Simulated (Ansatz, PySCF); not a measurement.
CH6ClNOSi, SMILES C[Si](N)(O)Cl. Atoms are numbered in the order given.

```xyz
11

C      1.7261    -0.8453    -0.5151
Si     0.1078     0.0457    -0.3334
N     -1.0554    -0.6641    -1.3804
O      0.1846     1.6727    -0.6468
Cl    -0.4192    -0.0288     1.6760
H      1.6403    -1.8930    -0.1880
H      2.4914    -0.3607     0.1092
H      2.0711    -0.8330    -1.5605
H     -2.0204    -0.3525    -1.3319
H     -1.0177    -1.6649    -1.5419
H      0.0845     1.8972    -1.5770
```
Charge 0, spin multiplicity 1.

Geometry optimised at PBE0-D3(BJ)/def2-SVP. The structure was generated by enumeration, and PubChem lists no compound with its InChIKey, so it may never have been made. Other conformers were not sampled.

Two levels are set side by side: PBE-D3(BJ)/def2-SVP (Ansatz, a first-principles code) and PBE0-D3(BJ)/def2-SVP (Ansatz). Each level has its own optimised geometry; the coordinates shown are those of the second. Frequencies come from the Hessian of PySCF at each geometry. Differences are taken from unrounded values.

| quantity | PBE0-D3(BJ) |
|---|---|
| mean bond length (Å) | 1.361 |
| bond C1–Si2 (Å) | 1.856 |
| bond Si2–N3 (Å) | 1.719 |
| bond Si2–O4 (Å) | 1.659 |
| bond Si2–Cl5 (Å) | 2.079 |
| bond C1–H6 (Å) | 1.101 |
| bond C1–H7 (Å) | 1.100 |
| bond C1–H8 (Å) | 1.101 |
| bond N3–H9 (Å) | 1.015 |
| bond N3–H10 (Å) | 1.015 |
| bond O4–H11 (Å) | 0.962 |
| highest harmonic wavenumber (cm⁻¹) | 3926 |
| mean harmonic wavenumber (cm⁻¹) | 1293 |
| zero-point energy (kcal/mol) | 49.89 |

Q: What does PBE-D3(BJ) give, and how far is it from PBE0-D3(BJ)? (Estimate from the structure and the level; the computed values follow.)

A: 
| quantity | PBE-D3(BJ) | PBE-D3(BJ) minus PBE0-D3(BJ) |
|---|---|---|
| mean bond length (Å) | 1.372 | 0.012 |
| bond C1–Si2 (Å) | 1.869 | 0.013 |
| bond Si2–N3 (Å) | 1.735 | 0.016 |
| bond Si2–O4 (Å) | 1.676 | 0.017 |
| bond Si2–Cl5 (Å) | 2.094 | 0.016 |
| bond C1–H6 (Å) | 1.109 | 0.008 |
| bond C1–H7 (Å) | 1.108 | 0.008 |
| bond C1–H8 (Å) | 1.109 | 0.008 |
| bond N3–H9 (Å) | 1.025 | 0.009 |
| bond N3–H10 (Å) | 1.024 | 0.010 |
| bond O4–H11 (Å) | 0.974 | 0.012 |
| highest harmonic wavenumber (cm⁻¹) | 3754 | -172 |
| mean harmonic wavenumber (cm⁻¹) | 1251 | -41 |
| zero-point energy (kcal/mol) | 48.29 | -1.60 |

Exact exchange shortens and stiffens bonds; PBE has none. Differences between two approximate levels are no errors against the true value.
